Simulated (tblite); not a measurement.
Species: C3H2FP3.
InChI=1S/C3H2FP3/c4-3-6-1-5-2-7-3/h1-2H

Computed values, GFN2-xTB/tblite, gas phase, harmonic and unscaled. The method is semi-empirical: single wavenumbers can be off by several per cent or more.

Harmonic wavenumbers (cm⁻¹): 87.9, 155.5, 276.9, 286.6, 323.6, 354.9, 369.0, 525.4, 568.8, 724.8, 736.6, 750.5, 773.6, 892.9, 1032.8, 1053.3, 1074.4, 1231.4, 1278.6, 2992.3, 2994.8.

A = 2306, B = 1452, C = 890.8 MHz; mass 149.935 u (most abundant isotopes); point group C2v, symmetry number 2.

Problem. What is the zero-point energy?

Solution. Half the sum of the wavenumbers: 9242 cm⁻¹ = 110.56 kJ/mol.

Problem. Give the ideal-gas entropy at 400 K and 1 bar in the rigid-rotor, harmonic-oscillator model (classical rotation).

Solution. Translation 177.45, rotation 119.52, vibration 91.14: S = 388.1 J/(mol K).

Problem. And Cp and H(400 K) − H(0)?

Solution. Cp = 133.86 J/(mol K), of which vibrations give 100.60 (their classical limit is 21 R = 174.6); H(400 K) − H(0) = 33.85 kJ/mol without the zero-point energy, 20.55 from vibrations.

Problem. Blend soft modes into free rotors: weight 1/[1 + (100 cm⁻¹/ν̃)⁴] for the oscillator and the rest for a rotor with moment μB/(μ + B), μ = h/(8π²ν), B = 10⁻⁴⁴ kg m². What vibrational entropy results?

Solution. 88.25 J/(mol K) in place of 91.14, which changes −T·S at 400 K by +1.15 kJ/mol.

Problem. How do the functions run with temperature in this model?

Solution. 
```csv
T (K),S (J/(mol K)),Cp (J/(mol K)),H − H(0) (kJ/mol),G − H(0) (kJ/mol),ln q(vib)
100,263.5,55.8,4.17,-22.18,0.50
200,312.0,87.1,11.35,-51.05,1.75
300,352.5,113.6,21.43,-84.32,3.24
500,419.6,148.5,48.01,-161.81,6.31
800,495.5,172.9,96.73,-299.69,10.57
1000,535.1,181.7,132.25,-402.87,13.07
```

q(vib) and H(0) count from the zero-point level.

Problem. Which modes carry the vibrational entropy at 400 K?

Solution. 87.9 cm⁻¹: 17.92; 155.5 cm⁻¹: 13.25; 276.9 cm⁻¹: 8.68; 286.6 cm⁻¹: 8.42; 323.6 cm⁻¹: 7.51; 354.9 cm⁻¹: 6.83 J/(mol K); the other 15 give 28.53 together.

Problem. What must be added to the electronic energy to get the Gibbs energy at 400 K and 1 bar?

Solution. ZPE + [H(400 K) − H(0)] − T·S = 110.56 + 33.85 − 155.24 = -10.83 kJ/mol.

Hindered rotation and anharmonicity are outside this model.

Hardware: x86-64 server, one thread (shared host). The figure is for the frequency step alone.
